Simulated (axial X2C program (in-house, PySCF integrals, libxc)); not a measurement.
**Which molecule has these constants?**

All values come from calculations with an axial X2C code built on PySCF integrals, spin-free (one-electron X2C) or two-component (2c: spin–orbit coupling with atomic mean-field Coulomb and Gaunt terms, which also bring small scalar terms), in Dyall basis sets with cores contracted in-house; open shells are unrestricted.

A two-component PBE0 calculation in a Dyall 3-zeta basis gave Re = 2.357 Å, ωe = 231.4 cm⁻¹, dipole magnitude 0.43 D, Ω = 5/2.

Task: Which molecule is it?
A. AlNi
B. NiGa
C. NiB

Result: B. The others have AlNi 2.348 Å and 301.4 cm⁻¹ (Ω = 5/2); NiB 1.884 Å and 580.3 cm⁻¹ (Ω = 5/2).

Each entry is the lowest single determinant of a limited PBE0 search at one distance. De goes to single-determinant-based atoms at the same level (for ions the charge split of lowest energy) and is withheld (n/a) where an atom does not fit its ground term or J level. Main or longest-lived isotopes. One determinant is a doubtful description, or other states lie close, for NiGa, AlNi; these need not be ground states, and all values refer to the states named. The functionals have no current term, which raises determinants with orbital currents.
